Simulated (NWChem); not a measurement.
System: CH7BSi; SMILES B([SiH3])C

```xyz
10

B     -0.6039    -0.6495     0.0207
H     -1.8185    -0.7840    -0.0169
C      0.2880    -1.9262     0.0452
H     -0.1632    -2.8041     0.5506
H      1.3428    -1.7929     0.3546
H      0.3171    -2.2042    -1.0418
Si     0.1042     1.2486    -0.0214
H     -0.2394     1.8978     1.3021
H     -0.5576     2.0822    -1.0922
H      1.5990     1.3595    -0.1991
```
Atoms are numbered in this order, from 1.

Level: PBE-D3(BJ)/def2-SVP (NWChem), optimised geometry, unscaled harmonic frequencies. 

```
frequency (cm⁻¹)  IR intensity (km/mol)
----------------  ---------------------
54                                  0.1
127                                 1.7
210                                 1.0
403                                24.0
493                                 7.9
504                                 4.3
608                                14.0
805                                 1.8
817                                10.9
845                               140.2
895                                32.7
917                                39.6
1004                                6.7
1096                               53.3
1242                               65.2
1338                                4.1
1395                                4.7
2120                               55.9
2138                               73.0
2145                              104.2
2511                              108.2
2911                                4.0
3020                               11.8
3081                                5.6
```

```yaml
zero_point_energy: 43.8 kcal/mol
thermal correction to the enthalpy at 298.15 K (with zero-point energy): 48.3 kcal/mol
heat capacity Cv: 20.6 cal/(mol K)
entropy at 298.15 K and 1 atm (symmetry number 1): 75.7 cal/(mol K)
dipole_moment: 1.38 D
```

Rigid rotor and harmonic oscillator; modes under 100 cm⁻¹ make the entropy uncertain.
